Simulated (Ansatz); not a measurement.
Basis-set series for B₂HIOZn, SMILES `I[B]1O[BH][Zn]1`. The species carries charge 0 and has multiplicity 1. I takes the def2 core potential. All single points use the PBE0-D4/def2-TZVP geometry.

```csv
functional,basis,functions,energy (Eh),HOMO (eV),LUMO (eV)
PBE0-D4,def2-SVP,104,-2201.89635,-5.72,-2.02
PBE0-D4,def2-TZVPP,221,-2202.30194,-5.87,-2.23
ωB97M-V,def2-SVP,104,-2202.12095,-7.67,-0.33
ωB97M-V,def2-TZVPP,221,-2202.53003,-7.86,-0.62
```

Task: Give the rows for def2-QZVPP. (Estimate.)

Result: Computed: 
| functional | basis | functions | energy (Eh) | HOMO (eV) | LUMO (eV) |
| --- | --- | --- | --- | --- | --- |
| PBE0-D4 | def2-QZVPP | 383 | -2202.35245 | -5.88 | -2.24 |
| ωB97M-V | def2-QZVPP | 383 | -2202.57881 | -7.87 | -0.69 |

Scalar relativity is left out up to krypton.
